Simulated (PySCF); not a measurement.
Vibration and rotation of AsF⁺

UHF-CCSD(T) constants of AsF⁺, ²Π (doublet), unpaired electrons π ↑ (basis As pcseg-1, F pcseg-1; no relativity; PySCF 2.14; masses 74.9216 and 18.9984 u):

```
ωe            : 775.9 cm⁻¹
ωexe          : 3.06 cm⁻¹
Be            : 0.37683 cm⁻¹
αe            : 0.00219 cm⁻¹
De to As⁺ + F : 3.82 eV
```

(1) What force constant and bond length do these constants imply?

(2) Estimate the centrifugal constant D from the Kratzer relation and find the Dunham coefficient a1.

Correlated steps freeze 10 core orbitals. Correlated levels converge slowly with the basis: in double zeta they bind strong bonds too weakly, by up to about 1 eV, and carry superposition errors of some tenths. Spin–orbit coupling is left out. For an ion De counts to the pair picked by the measured ionisation energies or electron affinities, which need not be the lowest pair at this level. The state was picked by a PBE0 search and need not be the measured ground state.

Results:

(1) Reduced mass μred = 15.155 u; k = 5.8918×10⁻⁷·μred·ωe² (u, cm⁻¹, mdyn/Å) = 5.38 mdyn/Å; Re = √(16.8576/(μred·Be)) (u, cm⁻¹, Å) = 1.718 Å.

(2) D = 4Be³/ωe² = 3.56e-07 cm⁻¹; a1 = −1 − αeωe/(6Be²) = -2.99.
